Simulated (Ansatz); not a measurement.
**Abstraction of Cl: GeH(CH3)2Cl + CH2I → GeH(CH3)2 + CH2ClI**

Species: GeH(CH3)2Cl, singlet; CH2I `[CH2]I`, doublet; GeH(CH3)2, doublet; CH2ClI (chloroiodomethane) `ClCI`, singlet. A radical takes Cl: the energy is the difference in strength between the Ge–Cl bond broken and the C–Cl bond made.

Shapes, held fixed at every level: PBE0-D4/def2-TZVP. Programs: Ansatz 0.2.0. The zero-point and thermal change to 298 K, harmonic and unscaled (PBE0-D4/def2-TZVP), is +6.4 kJ/mol.

```json
{"level": "HF/def2-TZVPP", "kind": "Hartree–Fock", "ΔH(298 K) (kJ/mol)": "+137.0", "less CCSD(T)/def2-TZVPP": "+29.4", "CPU time (sum over the molecules)": "–"}
{"level": "r2SCAN-D4/def2-TZVPP", "kind": "meta-GGA", "ΔH(298 K) (kJ/mol)": "+111.0", "less CCSD(T)/def2-TZVPP": "+3.4", "CPU time (sum over the molecules)": "50 s"}
{"level": "BHLYP-D4/def2-TZVPP", "kind": "global hybrid", "ΔH(298 K) (kJ/mol)": "+115.7", "less CCSD(T)/def2-TZVPP": "+8.1", "CPU time (sum over the molecules)": "33 s"}
{"level": "PBE0-D4/def2-TZVPP", "kind": "global hybrid", "ΔH(298 K) (kJ/mol)": "+100.3", "less CCSD(T)/def2-TZVPP": "-7.3", "CPU time (sum over the molecules)": "31 s"}
{"level": "wB97M-V/def2-TZVPP", "kind": "range-separated hybrid", "ΔH(298 K) (kJ/mol)": "+100.0", "less CCSD(T)/def2-TZVPP": "-7.6", "CPU time (sum over the molecules)": "1.7 min"}
{"level": "MP2/def2-SVP", "kind": "perturbation theory", "ΔH(298 K) (kJ/mol)": "+94.2", "less CCSD(T)/def2-TZVPP": "-13.4", "CPU time (sum over the molecules)": "–"}
{"level": "CCSD(T)/def2-SVP", "kind": "coupled cluster or CI", "ΔH(298 K) (kJ/mol)": "+100.8", "less CCSD(T)/def2-TZVPP": "-6.8", "CPU time (sum over the molecules)": "64 s"}
{"level": "CCSD(T)/def2-TZVPP", "kind": "coupled cluster or CI", "ΔH(298 K) (kJ/mol)": "+107.6", "less CCSD(T)/def2-TZVPP": "0.0", "CPU time (sum over the molecules)": "24 min"}
```

The highest level, CCSD(T)/def2-TZVPP, gives ΔH(298 K) = +107.6 kJ/mol; the levels span +94.2 to +137.0. The column of differences is taken from that level and isn't an error. No measured value is set beside it here. Open shells run unrestricted unless RO is named. For atoms past krypton def2 sets carry core potentials with scalar relativity. Relativity is left out for Ge unless named. Correlated rows may include outer-core shells of Ge, I, which these sets cover unevenly. Times are processor times on shared x86 and Arm servers, and rough.
